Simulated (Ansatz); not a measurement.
Relaxation of CH6O3Si (11 atoms, charge 0, multiplicity 1), to a largest force component of 0.02 eV/Å in at most 40 steps.

Theory: Ansatz, RKS PBE/STO-3G.

```xyz
11
Properties=species:S:1:pos:R:3
Si 0.000 0.000 0.000
C 0.000 0.000 1.870
H -1.000 -0.309 2.240
H 0.768 -0.711 2.240
H 0.232 1.020 2.240
O 1.584 0.000 -0.559
H 1.901 -0.952 -0.676
O -0.791 1.371 -0.559
H -1.749 1.140 -0.782
O -0.791 -1.371 -0.559
H -1.246 -1.837 0.213
```

**Question.** Where does it end, and by what steps?

**Answer.** The run converged. The force dipped under the threshold on the way, but the program's further checks kept it going. Limits of this set-up: minimal basis. After 30 steps the energy has fallen by 0.439 eV; H7 moved furthest, 0.88 Å.

```csv
step,energy less start (eV),largest force component (eV/Å),accepted
0,0.0000,1.719,yes
2,-0.2799,0.244,yes
4,-0.3032,0.133,yes
6,-0.3587,1.049,yes
8,-0.3607,0.813,no
10,-0.4181,0.141,yes
12,-0.4222,0.094,yes
14,-0.4295,0.042,yes
16,-0.4348,0.068,yes
18,-0.4351,0.236,no
20,-0.4331,0.339,no
22,-0.4368,0.178,no
24,-0.4377,0.023,yes
26,-0.4383,0.079,yes
28,-0.4391,0.092,yes
30,-0.4395,0.013,yes
```

```xyz
11
Properties=species:S:1:pos:R:3
Si -0.041 -0.133 0.183
C 0.026 0.036 2.056
H -0.981 0.168 2.485
H 0.483 -0.850 2.527
H 0.628 0.914 2.343
O 1.543 0.086 -0.457
H 1.513 -0.488 -1.317
O -1.171 1.083 -0.294
H -1.149 1.037 -1.327
O -0.495 -1.679 -0.452
H -1.447 -1.823 -0.077
```

Whether the end is a true minimum wasn't checked by a vibrational analysis.

Run time: 75 s on 1 thread of Arm Neoverse V1 (shared host), peak memory 0.12 GiB.
